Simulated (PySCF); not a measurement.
A structure optimised at B3LYP-D3(BJ)/def2-TZVP, used in a PySCF frequency run:

```xyz
9

C      1.2440     0.1887    -0.3276
C      0.0660    -0.3993     0.3502
N     -1.1788     0.2071    -0.1277
H      2.2292     0.1089     0.1101
H      1.1452     0.5686    -1.3352
H      0.2039    -0.3382     1.4421
H      0.0048    -1.4765     0.1252
H     -1.2082     1.1893     0.1204
H     -1.9838    -0.2384     0.2957
```
Charge 0, spin multiplicity 2.

Problem. Write its SMILES and formula.

Solution. [CH2]CN, C₂H₆N

Problem. What are its rotational constants (standard atomic weights)?

Solution. 37.020, 9.5488, 8.2308 GHz
